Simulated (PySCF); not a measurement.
## Correlation energy of Cd²⁺ (cadmium, charge +2)

[Kr] 4d9 5s1, high-spin 3D determinant (an excited configuration). Calculation: PySCF 2.14, in x2c-TZVPPall (8s6p6d2f1g, 79 functions); scalar relativity by spin-free X2C-1e. Frozen: [Ar] 3d10; 18 electrons correlated.

| level | correlation energy (mhartree) |
| --- | --- |
| CCSD | -579.75 |
| (T) | -11.94 |
| CCSD(T) | -591.69 |

Diagnostics: T1 = 0.0053, D1 = 0.0239, largest double amplitude 0.025.

Cost of the coupled-cluster step: of the order of 40 core-seconds, for 18 correlated electrons.

Iterations:

```
CC2 = 0
CCSD nocc = (np.int64(10), np.int64(8)), nmo = (65, 65)
frozen orbitals [[0, 1, 2, 3, 4, 5, 6, 7, 8, 9, 10, 11, 12, 13], [0, 1, 2, 3, 4, 5, 6, 7, 8, 9, 10, 11, 12, 13]]
max_cycle = 100
direct = 0
conv_tol = 1e-08
conv_tol_normt = 1e-06
diis_space = 8
diis_start_cycle = 0
Init t2, MP2 energy = -0.594947626703454
Init E_corr(UCCSD) = -0.594947626705972
cycle = 1  E_corr(UCCSD) = -0.571264869467866  dE = 0.0236827572  norm(t1,t2) = 0.0434257
cycle = 2  E_corr(UCCSD) = -0.579823807132171  dE = -0.00855893766  norm(t1,t2) = 0.00839083
cycle = 3  E_corr(UCCSD) = -0.57947658877935  dE = 0.000347218353  norm(t1,t2) = 0.00286863
cycle = 4  E_corr(UCCSD) = -0.579746299857347  dE = -0.000269711078  norm(t1,t2) = 0.000932604
cycle = 5  E_corr(UCCSD) = -0.579762877765743  dE = -1.65779084e-05  norm(t1,t2) = 0.000196987
cycle = 6  E_corr(UCCSD) = -0.579744856273676  dE = 1.80214921e-05  norm(t1,t2) = 7.74444e-05
cycle = 7  E_corr(UCCSD) = -0.579749239063865  dE = -4.38279019e-06  norm(t1,t2) = 1.78778e-05
cycle = 8  E_corr(UCCSD) = -0.579749478830864  dE = -2.39766999e-07  norm(t1,t2) = 4.44719e-06
cycle = 9  E_corr(UCCSD) = -0.579749133380546  dE = 3.45450318e-07  norm(t1,t2) = 1.72611e-06
cycle = 10  E_corr(UCCSD) = -0.579749154047375  dE = -2.06668295e-08  norm(t1,t2) = 4.55706e-07
cycle = 11  E_corr(UCCSD) = -0.579749171259653  dE = -1.72122779e-08  norm(t1,t2) = 1.51923e-07
cycle = 12  E_corr(UCCSD) = -0.579749172178323  dE = -9.18670029e-10  norm(t1,t2) = 2.41826e-08
UCCSD converged
E(UCCSD) = -5590.690854107575  E_corr = -0.5797491721783234
UCCSD(T) correction = -0.0119369419455396
```

This basis was not built for core-valence correlation, so the inner-shell part is incomplete.
